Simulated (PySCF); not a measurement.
Two species compared at the same levels of theory.

First species: C₄H₁₂GeS.
InChI=1S/C4H12GeS/c1-4(2,3)5-6/h6H,5H2,1-3H3

Second species: CH₉ClSi₃.
SMILES: `[SiH3][SiH]([SiH3])CCl`

Levels: CAM-B3LYP/def2-SVPD for dipole moment, HOMO energy, LUMO energy, HOMO–LUMO gap, static isotropic polarisability and electronic spatial extent ⟨r²⟩ about the centre of nuclear charge; TDDFT CAM-B3LYP/def2-SVPD for lowest singlet excitation; TDA CAM-B3LYP/def2-SVPD for lowest triplet excitation (Tamm–Dancoff); ΔSCF CAM-B3LYP/def2-SVPD for vertical ionisation energy; PBE0-D3(BJ)/def2-SVP for rotational constant A and rotational constant C. Geometries: PBE0-D3(BJ)/def2-SVP. All species are isolated and taken at one optimised geometry, non-relativistic unless stated. Electronic properties by PySCF.

Dipoles, sizes and rotational constants follow the conformer. The torsions of the flexible species, by atom-mapped SMILES:
- `[CH3:1][C:2]([CH3:3])([CH3:4])[GeH2:5][SH:6]`: C1–C2–Ge5–S6 -60°, H–S6–Ge5–C2 72°
- `[SiH3:1][SiH:2]([SiH3:3])[CH2:4][Cl:5]`: Si1–Si2–C4–Cl5 52°

(1) Which has the higher T1 energy?

(2) Which has the higher HOMO energy?

(3) Which of the two has the higher dipole moment, and by how much?

(4) Which has the higher HOMO–LUMO gap?

(5) Which of the two has the higher ⟨r²⟩, and by how much?

(6) Which of the two has the higher LUMO energy, and by how much?

(7) Which has the higher S1 energy?

(8) Which has the higher static isotropic polarisability?

Answers

(1) The second: 5.71 eV against 5.46 eV, a difference of 0.25 eV.

(2) The first: -8.34 eV against -9.17 eV, a difference of 0.83 eV.

(3) The first: 2.04 D against 1.57 D, a difference of 0.47 D.

(4) The second: 9.58 eV against 9.16 eV, a difference of 0.42 eV.

(5) The second: 1484 bohr² against 1201 bohr², a difference of 283 bohr².

(6) The first: 0.82 eV against 0.41 eV, a difference of 0.41 eV.

(7) The second: 6.36 eV against 5.87 eV, a difference of 0.49 eV.

(8) The second: 116.8 au against 102.9 au, a difference of 13.9 au.

On the first: The vertical singlet–triplet gap S1 − T1 is 0.41 eV (TDDFT singlet less Tamm–Dancoff triplet). In atomic units the dipole is 0.80 e·bohr (1 au = 2.5417 D). The calculation is non-relativistic and has no spin–orbit coupling, an omission that weighs most on germanium.

On the second: S1 lies 3.22 eV below the HOMO–LUMO gap; its leading configuration is HOMO→LUMO, weight 0.78. The dipole matches unit charges of opposite sign 0.33 Å apart (1 e·Å = 4.8032 D).
